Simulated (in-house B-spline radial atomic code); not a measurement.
Configurations of F III (F2+), with energies counted from [He] 2s2 2p3. Method: non-relativistic LC-wPBE, spin-polarised, spherical fractional occupations, exact exchange averaged over the configuration, point nucleus. Calculated with an all-electron radial atomic-structure program (B-spline basis). Shells without spins written out take the highest spin.

Occupations are held fixed; configurations that lie above the ionisation limit could autoionise.

```tsv
configuration	E - E(ref) (eV)	highest orbital	its <r> (bohr)
[He] 2s1 2p4	18.843	2p down	0.9303
[He] 2s2 2p2 3d1	48.557	3d up	3.133
[He] 2s1 2p3 3p1	52.65	3p up	2.896
```

Question: Order these further configurations by energy, lowest first.
A. [He] 2s1 2p3 3d1
B. [He] 2s1 2p3 3s1
C. [He] 2s2 2p2 3s1

Answer: C (39.748 eV), B (48.639 eV), A (57.42 eV).
